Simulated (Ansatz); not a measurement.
Cartesian coordinates in Å:
```
B 1.3742 -1.7739 0.2689
Si 0.5254 -0.3653 1.3657
B -1.4206 -0.5085 1.6862
Si 0.4218 1.2739 -0.3618
C -0.6234 0.7092 -1.8098
H 2.5241 -2.0769 0.3906
H 0.7394 -2.2943 -0.6017
H 1.3477 0.2172 2.4634
H -1.9473 -0.0621 2.6619
H -2.1125 -1.0007 0.8432
H 1.8134 1.5700 -0.8051
H -0.1277 2.5286 0.2252
H -1.6496 0.5102 -1.4957
H -0.2210 -0.2067 -2.2465
H -0.6438 1.4795 -2.5844
```

Total charge 0; spin multiplicity 1.

(1) List the PBE/def2-TZVPP orbital energies in eV (the Gaussian-basis code of Ansatz). (An estimate is asked.)

Results:

(1) Computed: Occupied: -1779.81, -1778.90, -268.86, -177.43, -177.43, -137.54, -136.75, -94.30, -94.25, -94.24, -93.52, -93.46, -93.44, -17.55, -14.13, -12.48, -12.22, -10.76, -10.25, -10.22, -8.90, -8.46, -8.28, -8.19, -7.52, -6.83, -6.73. Lowest empty: -3.25, -3.17, -0.40, 0.25, 0.46, 0.83, 0.85, 1.08.
